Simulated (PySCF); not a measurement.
C2H4FNSi, SMILES C1[SiH2][C@@H](N=1)F. The structure is a stationary point at PBE-D3(BJ)/def2-SVP. The structure was generated by enumeration; whether it is a known compound was not checked.

Level of theory: PBE-D3(BJ)/def2-SVP in PySCF.

Harmonic wavenumbers (cm⁻¹): 176, 265, 395, 525, 533, 597, 648, 737, 782, 873, 914, 960, 1110, 1133, 1230, 1297, 1550, 2127, 2172, 2965, 3062. Rotational constants (GHz): 6.590, 3.850, 2.663; symmetry number 1.

Work out the zero-point energy and the ideal-gas rigid-rotor harmonic-oscillator thermochemistry at 298.15 K and 1 atm.

ZPE = ½ Σ hcν = ½ × 24049 cm⁻¹ = 34.38 kcal/mol. H − E(el) = 38.32 kcal/mol. Entropy in cal/(mol K): translation 39.38, rotation 25.97, vibration 8.06, total 73.41. G − E(el) = 16.43 kcal/mol. Cp = 21.20 cal/(mol K).
